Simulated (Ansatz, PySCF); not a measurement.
GaCl2I, SMILES [Cl][Ga]([I])[Cl]. Atoms are numbered in the order given.

```xyz
4

Ga     0.0000     0.0000     0.7729
Cl     0.0000     1.8355     1.8788
Cl     0.0000    -1.8355     1.8788
I      0.0000     0.0000    -1.7037
```

Coordinates come from a B3LYP-D3(BJ)/def2-SVP optimisation. The def2 effective core potentials stand for the cores of I; spin–orbit coupling is left out.

Two levels are set side by side: PBE-D3(BJ)/def2-SVP (Ansatz, a first-principles code) and B3LYP-D3(BJ)/def2-SVP (Ansatz). Each level has its own optimised geometry; the coordinates shown are those of the second. Frequencies come from the Hessian of PySCF at each geometry. Differences are taken from unrounded values.

```
quantity                            B3LYP-D3(BJ)
----------------------------------  ------------
mean bond length (Å)                       2.254
bond Ga1–Cl2 (Å)                           2.143
bond Ga1–Cl3 (Å)                           2.143
bond Ga1–I4 (Å)                            2.477
highest harmonic wavenumber (cm⁻¹)           453
mean harmonic wavenumber (cm⁻¹)              238
zero-point energy (kcal/mol)                2.04
```

What does PBE-D3(BJ) give, and how far is it from B3LYP-D3(BJ)? (Estimate from the structure and the level; the computed values follow.)


```csv
quantity,PBE-D3(BJ),PBE-D3(BJ) minus B3LYP-D3(BJ)
mean bond length (Å),2.257,0.002
bond Ga1–Cl2 (Å),2.147,0.004
bond Ga1–Cl3 (Å),2.147,0.004
bond Ga1–I4 (Å),2.476,-0.001
highest harmonic wavenumber (cm⁻¹),446,-7
mean harmonic wavenumber (cm⁻¹),233,-5
zero-point energy (kcal/mol),2.00,-0.04
```

On these quantities the two levels nearly agree.
